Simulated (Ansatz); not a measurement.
A nudged elastic band was laid between two geometries of a periodic cell of 32 atoms, BH₁₁C₂₀ (surface C(100)-2x1, underside capped with H, adsorbate BH3, already come apart at the first end).

These are results of DFT PBE, scalar-relativistic, plane waves, PAW in Ansatz, not measurements. Settings: PAW set soft_1, cutoff 420 eV, k mesh 3x3x1, gaussian smearing 0.02 eV, no spin polarisation.

- movable images: 3
- climbing image: yes
- spring: 5.0 eV/Å²
- optimiser: quadratic models (default)
- start path: default
- force threshold: 0.2 eV/Å
- iteration limit: 43
- end points: relaxed
- atoms held: 1 to 16

Initial state:

```xyz
32
Lattice="5.0487 0.0000 0.0000 0.0000 5.0487 0.0000 0.0000 0.0000 15.1647" Properties=species:S:1:pos:R:3
H 2.160 0.000 1.000
H 0.365 0.000 1.000
H 4.684 0.000 1.000
H 2.889 0.000 1.000
H 2.160 2.524 1.000
H 0.365 2.524 1.000
H 4.684 2.524 1.000
H 2.889 2.524 1.000
C 1.262 0.000 1.635
C 3.787 0.000 1.635
C 1.262 2.524 1.635
C 3.787 2.524 1.635
C 1.262 1.262 2.527
C 3.787 1.262 2.527
C 1.262 3.787 2.527
C 3.787 3.787 2.527
C -0.022 1.262 3.347
C 2.546 1.262 3.347
C 0.000 3.786 3.506
C 2.524 3.786 3.506
C -0.009 0.088 4.347
C 2.534 0.088 4.347
C -0.012 2.439 4.348
C 2.536 2.439 4.348
C 1.262 0.563 5.027
C 3.787 0.430 5.174
C 1.262 1.953 5.006
C 3.787 2.108 5.202
B 3.788 2.535 6.701
H 4.827 2.691 7.285
H 3.787 5.027 6.178
H 2.750 2.666 7.291
```

Final state:

Only the atoms that move by more than 0.05 Å are listed.
```
B29 3.788 5.030 6.700
H30 3.784 2.547 6.178
H31 4.828 4.900 7.287
H32 2.752 4.867 7.287
```

Task: Which bonds break or form, and what moves?

Result: Contacts lost: C26–H31, C28–B29, B29–H30. Contacts made: C26–B29, C28–H30, B29–H31. The atom that moves furthest is B29, by 2.50 Å.

Task: What energy profile does the band end with?

Result: The forces met the threshold. The highest image is number 2 of 0 to 4, 1.96 eV above the ends, which have the same energy within 2 meV. The threshold of 0.2 eV/Å is loose, so the images may lie well off the minimum-energy path. Neighbouring images differ by up to 1.2 eV, so the band resolves the path poorly. The order of the stationary point at the top wasn't checked. Limits of this set-up: thin slab, slab without dipole correction.

```
image  path coordinate (Å)  energy (eV)  C26–H31 (Å)  C28–B29 (Å)  B29–H30 (Å)
    0                 0.00         0.00         1.10         1.56         1.20
    1                 1.45         0.71         1.18         1.60         1.21
    2                 2.90         1.96         2.17         1.64         1.43
    3                 4.35         0.79         2.38         2.53         1.71
    4                 5.80         0.00         2.40         2.61         2.54
```

Task: What is the geometry of the highest image?

Result: 
```xyz
32
Lattice="5.0487 0.0000 0.0000 0.0000 5.0487 0.0000 0.0000 0.0000 15.1647" Properties=species:S:1:pos:R:3
H 2.160 0.000 1.000
H 0.365 0.000 1.000
H 4.684 0.000 1.000
H 2.889 0.000 1.000
H 2.160 2.524 1.000
H 0.365 2.524 1.000
H 4.684 2.524 1.000
H 2.889 2.524 1.000
C 1.262 0.000 1.635
C 3.787 0.000 1.635
C 1.262 2.524 1.635
C 3.787 2.524 1.635
C 1.262 1.262 2.527
C 3.787 1.262 2.527
C 1.262 3.787 2.527
C 3.787 3.787 2.527
C -0.044 1.262 3.374
C 2.569 1.262 3.376
C 0.026 3.787 3.472
C 2.497 3.786 3.472
C -0.021 0.060 4.351
C 2.543 0.060 4.355
C -0.020 2.466 4.351
C 2.543 2.465 4.354
C 1.261 0.566 5.028
C 3.790 0.044 5.210
C 1.261 1.959 5.027
C 3.791 2.483 5.210
B 3.685 3.786 6.202
H 4.863 3.395 6.914
H 4.872 4.215 6.872
H 2.843 3.787 7.063
```

The run took 4.7 min on 2 threads of Arm Neoverse V2, with other jobs on the host, peak memory 1 GiB.
